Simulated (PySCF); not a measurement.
# CaIn⁻: one state, many levels of theory

State: ³Σ⁻ (triplet), unpaired electrons π ↑↑. Set-up: PySCF, scalar-relativistic core potentials, basis sets Ca def2-SVPD, In def2-SVPD with ECP28. De refers to Ca + In⁻ in their high-spin ground configurations, without counterpoise correction. The functionals are run spin-unrestricted. A positive dipole points towards In; it is taken about the centre of mass and depends on that origin. Levels whose curve was spin-contaminated or gave no clean fit are not listed.

```csv
Level,Re (Å),ωe (cm⁻¹),De (eV),μ (D)
ROHF-MP2,3.166,142,n/a,n/a
PBE,3.079,155,1.60,3.95
PBEsol,3.034,162,1.72,3.80
BP86,3.071,155,1.53,3.72
B3LYP,3.111,146,n/a,3.61
```

The bond length runs from 3.034 Å (PBEsol) to 3.166 Å (ROHF-MP2). De spans 1.53 eV (BP86, GGA) to 1.72 eV (PBEsol, GGA).

Correlated steps freeze 9 core orbitals. Spin–orbit coupling is left out, which matters for elements this heavy, above all for dissociation energies. For an ion De counts to the pair picked by the measured ionisation energies or electron affinities, which need not be the lowest pair at this level. The highest Kohn–Sham level is positive in this anion. Much of that is self-interaction error, but it also means that the finite basis helps to hold the extra electron. The state was picked by a PBE0 search and need not be the measured ground state.

The whole job (state search and all levels along the bond) took about 3.4 min on 1 thread of Arm Neoverse V1 (shared host), peak memory 0.88 GiB.
